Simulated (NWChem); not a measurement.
System: CH2BF3; SMILES BC(F)(F)F

Output (shortened):

```
             Northwest Computational Chemistry Package (NWChem) 7.3.0
             --------------------------------------------------------

                             Geometry "geometry" -> ""
                             -------------------------

 Output coordinates in angstroms (scale by  1.889725989 to convert to a.u.)

  No.       Tag          Charge          X              Y              Z
 ---- ---------------- ---------- -------------- -------------- --------------
    1 B                    5.0000    -0.00011500     1.55692200     0.46172600
    2 C                    6.0000     0.00053700     0.01363800     0.05156600
    3 F                    9.0000    -0.01549400     0.01606900    -1.30043000
    4 F                    9.0000    -1.06645500    -0.67612000     0.46646200
    5 F                    9.0000     1.08196900    -0.66845400     0.44098200
    6 H                    1.0000    -1.05542300     2.11859000     0.58045400
    7 H                    1.0000     1.05367000     2.12604800     0.55589300

 Effective nuclear repulsion energy (a.u.)     179.2936379192

                                 NWChem DFT Module
                                 -----------------

 Summary of "ao basis" -> "ao basis" (spherical)
 ------------------------------------------------------------------------------
       Tag                 Description            Shells   Functions and Types
 ---------------- ------------------------------  ------  ---------------------
 B                          6-311g**                 8       18   4s3p1d
 C                          6-311g**                 8       18   4s3p1d
 F                          6-311g**                 8       18   4s3p1d
 H                          6-311g**                 4        6   3s1p

            General Information
            -------------------
          SCF calculation type: DFT
          Wavefunction type:  closed shell.
          No. of atoms     :     7
          No. of electrons :    40
           Alpha electrons :    20
            Beta electrons :    20
          Charge           :     0
          Spin multiplicity:     1
          Use of symmetry is: off; symmetry adaption is: off
          Maximum number of iterations: 150
          AO basis - number of functions:   102
                     number of shells:    48
          Convergence on energy requested:  1.00D-06
          Convergence on density requested:  1.00D-05
          Convergence on gradient requested:  5.00D-04

[...]

                                NWChem TDDFT Module
                                -------------------

            General Information
            -------------------
           No. of orbitals :     204
            Alpha orbitals :     102
             Beta orbitals :     102
        Alpha frozen cores :       0
         Beta frozen cores :       0
     Alpha frozen virtuals :       0
      Beta frozen virtuals :       0
         Spin multiplicity :       1
    Number of AO functions :     102
        Use of symmetry is : off
      Symmetry adaption is : off
         Schwarz screening :  0.10D-07

              XC Information
              --------------
                 BHLYP Method XC Functional
              Hartree-Fock (Exact) Exchange   0.50
                 Slater Exchange Functional   0.50 local
             Becke 1988 Exchange Functional   0.50 non-local
       Lee-Yang-Parr Correlation Functional   1.00

             TDDFT Information
             -----------------
          Calculation type : Tamm-Dancoff TDDFT
         Wavefunction type : Restricted singlets
          No. of electrons :      40
           Alpha electrons :      20
            Beta electrons :      20
              No. of roots :       6
          Max subspacesize :    5200
            Max iterations :     100
               Target root :       1
           Target symmetry : none
             Energy Cutoff :-0.90D+01
      Symmetry restriction : off
                 Algorithm : Optimal
        Davidson threshold :  0.10D-03

    6 smallest eigenvalue differences (eV)
--------------------------------------------------------
  No. Spin  Occ  Vir  Irrep   E(Occ)    E(Vir)   E(Diff)
--------------------------------------------------------
    1    1    4   21 a       -10.826    -0.057   293.043
    2    1    4   22 a       -10.826     0.117   297.789
    3    1    4   23 a       -10.826     0.133   298.223
    4    1    4   24 a       -10.826     0.153   298.752
    5    1    4   25 a       -10.826     0.226   300.749
    6    1    4   26 a       -10.826     0.229   300.822
--------------------------------------------------------

  Entering Davidson iterations
  Restricted singlet excited states

  Iter   NTrls   NConv    DeltaV     DeltaE      Time
  ----  ------  ------  ---------  ---------  ---------
    1      6       0     0.14E+00   0.10+100        3.8
    2     12       0     0.60E-01   0.62E-01        3.8
    3     18       0     0.55E-01   0.43E-01        3.8
    4     24       1     0.74E-02   0.12E-02        3.8
    5     29       4     0.37E-03   0.83E-05        3.6
    6     31       6     0.29E-04   0.16E-07        2.9
  ----  ------  ------  ---------  ---------  ---------
  Convergence criterion met

  Ground state a        -363.614560977786 a.u.

  ----------------------------------------------------------------------------
  Root   1 singlet a             10.610431784 a.u.              288.7247 eV
  ----------------------------------------------------------------------------
     Transition Moments    X  0.00057   Y -0.01769   Z  0.04358
     Dipole Oscillator Strength                    0.0156485227
     Electric Quadrupole                           0.0000005700
     Magnetic Dipole                               0.0000000801
     Total Oscillator Strength                     0.0156491728

[...]
```

Level: BHandHLYP/6-311G** (spherical d), restricted-window TDA. Structure relaxed at the PBE0/def2-SVP level. The quadrupole and magnetic terms of the printed total strengths depend on the origin.

### Question
Which NWChem input produces such a log?

### Answer
This is not unique; one that fits is the input that was run:
```
start job
memory heap 200 mb stack 900 mb global 1100 mb
geometry units angstroms noautosym nocenter noautoz
  B     -0.000115     1.556922     0.461726
  C      0.000537     0.013638     0.051566
  F     -0.015494     0.016069    -1.300430
  F     -1.066455    -0.676120     0.466462
  F      1.081969    -0.668454     0.440982
  H     -1.055423     2.118590     0.580454
  H      1.053670     2.126048     0.555893
end
basis spherical
  B library 6-311g**
  C library 6-311g**
  F library 6-311g**
  H library 6-311g**
end
dft
  xc bhlyp
  iterations 150
end
tddft
  cis
  ecut -9.0
  nroots 6
  notriplet
end
task tddft energy
```
